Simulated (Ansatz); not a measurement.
Ideal-gas functions of CH4BrFGe, SMILES `[CH3][GeH]([F])[Br]` at 500 K and 1 bar, from an Ansatz frequency run at PBE0-D4/def2-TZVP.

Molar mass 187.56 g/mol, point group C1 (symmetry number 1), electronic degeneracy 1, moments of inertia 98.076, 320.517, 376.274 u Å². Harmonic wavenumbers (cm⁻¹, unscaled): 114, 142, 178, 202, 313, 625, 659, 689, 719, 822, 852, 1267, 1444, 1447, 2184, 3069, 3166, 3173.

Use S(trans) = R[1.5 ln M + 2.5 ln T − 1.1517]; rotational temperatures θ = 24.2544 K / I; S(rot) = R[ln(√π/σ · √(T³/θAθBθC)) + 1.5]; for each mode x = 1.438777 ν̃/T, S = R[x/(eˣ − 1) − ln(1 − e⁻ˣ)] and H = RT x/(eˣ − 1); 1 cm⁻¹ = 0.0119627 kJ/mol; R = 8.31446 J/(mol·K).

Q: By hand: the entropy, in J/(mol·K).

A: Translation 184.9. Rotation: θ = 0.2473, 0.0757, 0.0645 K, giving 122.7. Vibration, mode by mode: 17.62, 15.81, 13.97, 12.94, 9.46, 4.47, 4.14, 3.86, 3.61, 2.86, 2.67, 1.03, 0.68, 0.68, 0.11, 0.01, 0.01, 0.01, in all 93.9. Electronic 0.0. Sum 401.5 J/(mol·K).

Q: By hand: H − E and G − E in kJ/mol, counted from the electronic energy.

A: Zero-point energy ½ × 21065 × 0.0119627 = 126.0; thermal vibration 24.1; translation, rotation and pV give 4 RT = 16.6. H − E = 166.7 kJ/mol, and G − E = 166.7 − 500 × 401.5/1000 = -34.1 kJ/mol.

Vibration gives 23 % of the entropy, 33.4 J/(mol·K) of it from the modes under 150 cm⁻¹: soft modes count most, and the harmonic formula is weakest for them. The sum counts one conformer and one mirror image; others add a mixing term.
